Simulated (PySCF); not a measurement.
Spinor energies of Gd(51+) (gadolinium, charge +51)

Start: [Ne] 3s2 3p1; 3p1/2 filled at m_j = +1/2. Calculated with PySCF 2.14 in an even-tempered Gaussian basis (18 s from 14 bohr⁻², ratio 2.4; 14 p from 18 bohr⁻², ratio 2.4; 4 d from 59 bohr⁻², ratio 2.6; 4 f from 89 bohr⁻², ratio 2.6): generalised Hartree-Fock with the X2C-1e Hamiltonian and a Gaussian nucleus; one run each with spin-orbit coupling (SO) switched off, then screened by Boettger's factors.

| spinor shell | electrons | ε, spin-free (eV) | ε, screened SO (eV) | weight of nominal j (screened SO) | rms radius, screened SO (bohr) |
| --- | --- | --- | --- | --- | --- |
| 1s1/2 | 2 | -54235.7 | -54222.9 | 1.000 | 0.0249 |
| 2s1/2 | 2 | -11985.9 | -11980.7 | 1.000 | 0.0991 |
| 2p1/2 | 2 | -11075.0 | -11582.0 | 1.000 | 0.0847 |
| 3s1/2 | 2 | -4818.3 | -4816.4 | 1.000 | 0.237 |
| 3p1/2 | 1 | -4568.3 | -4698.7 | 1.000 | 0.225 |

Problem. Where does 2p3/2 lie, and what is the 2p spin-orbit splitting (screened SO)?

Solution. At -10854.1 eV, 727.86 eV above 2p1/2.

```tsv
quantity	spin-free	screened SO
E (hartree)	-8570.38735	-8581.06237
M_J	1/2	1/2
⟨J²⟩	1.095	0.751
⟨L²⟩	2.002	2.016
⟨S²⟩	0.751	0.765
```

Each row is a mean over spinors that exchange with the open shell spreads, by up to 17.110 eV (2p1/2).

Breit and QED terms are absent; they matter most for the inner s and p1/2 levels.

Densities and radii are taken from the X2C orbitals without a picture-change correction, which distorts them close to the nucleus.

Without spin-orbit coupling the j labels of p, d and f shells carry no meaning; the spin-free column gives the mean over the occupied spinors of each nl shell, and its ⟨J²⟩ belongs to a mixture of degenerate components.
